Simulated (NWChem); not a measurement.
## Lowest excitation of BeCl₂

```xyz
3

Be     0.0000     0.0000     0.0000
Cl     0.0000     0.0000     1.8144
Cl     0.0000     0.0000    -1.8144
```
Charge 0, spin multiplicity 1.

All runs are NWChem calculations. All single points use one geometry, from PBE/def2-SVP, a minimum by its harmonic frequencies.

Basis set: def2-SVPD.

```csv
method,lowest vertical singlet excitation energy (eV),relative cost,difference from EOM-CCSD
TD-PBE,7.05,1,-1.03
CIS,8.88,under 3,+0.79
TD-B3LYP,7.44,under 3,-0.64
TD-BHandHLYP,8.06,under 3,-0.03
EOM-CCSD,8.08,20,0.00
```

The values span 1.83 eV, from TD-PBE (lowest) to CIS (highest). The cost column gives rough processor time relative to TD-PBE; each entry includes its own SCF.

The correlated methods keep 11 core orbitals frozen. B3LYP has NWChem's definition, with VWN1-RPA local correlation. The structure started from a generated list of species. Coupled-cluster values serve here as a point of comparison, not as the truth.
